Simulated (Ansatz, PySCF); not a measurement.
B(All)(H)2 (C3H7B), SMILES BCC=C. Atoms are numbered in the order given.

```xyz
11

B      0.8591     0.2472     1.7316
C      0.0857    -0.5056     0.6120
C     -0.4962     0.2959    -0.5045
C     -0.3338     0.0400    -1.8036
H     -0.7409    -0.8900     1.2651
H      0.5967    -1.4147     0.2565
H     -1.0782     1.1780    -0.2080
H      0.2437    -0.8239    -2.1494
H     -0.7683     0.6866    -2.5701
H      1.5991    -0.3601     2.4718
H      0.6584     1.4230     1.9405
```

Geometry optimised at PBE0-D3(BJ)/def2-SVP. The structure was generated by enumeration, and PubChem lists no compound with its InChIKey, so it may never have been made. Other conformers were not sampled.

Two levels are set side by side: PBE-D3(BJ)/def2-SVP (Ansatz, a first-principles code) and PBE0-D3(BJ)/def2-SVP (Ansatz). Each level has its own optimised geometry; the coordinates shown are those of the second. Frequencies come from the Hessian of PySCF at each geometry. Differences are taken from unrounded values.

| quantity | PBE0-D3(BJ) | PBE-D3(BJ) | PBE-D3(BJ) minus PBE0-D3(BJ) |
|---|---|---|---|
| mean bond length (Å) | 1.231 | 1.239 | 0.008 |
| bond B1–C2 (Å) | 1.555 | 1.556 | 0.000 |
| bond C2–C3 (Å) | 1.493 | 1.498 | 0.005 |
| bond C3–C4 (Å) | 1.334 | 1.345 | 0.011 |
| bond B1–H10 (Å) | 1.210 | 1.218 | 0.008 |
| bond B1–H11 (Å) | 1.211 | 1.219 | 0.008 |
| bond C2–H5 (Å) | 1.121 | 1.135 | 0.014 |
| bond C2–H6 (Å) | 1.102 | 1.110 | 0.008 |
| bond C3–H7 (Å) | 1.098 | 1.106 | 0.008 |
| bond C4–H8 (Å) | 1.095 | 1.103 | 0.008 |
| bond C4–H9 (Å) | 1.093 | 1.101 | 0.008 |
| highest harmonic wavenumber (cm⁻¹) | 3260 | 3168 | -92 |
| mean harmonic wavenumber (cm⁻¹) | 1457 | 1410 | -47 |
| zero-point energy (kcal/mol) | 56.25 | 54.43 | -1.82 |

Exact exchange shortens and stiffens bonds; PBE has none. Differences between two approximate levels are no errors against the true value.
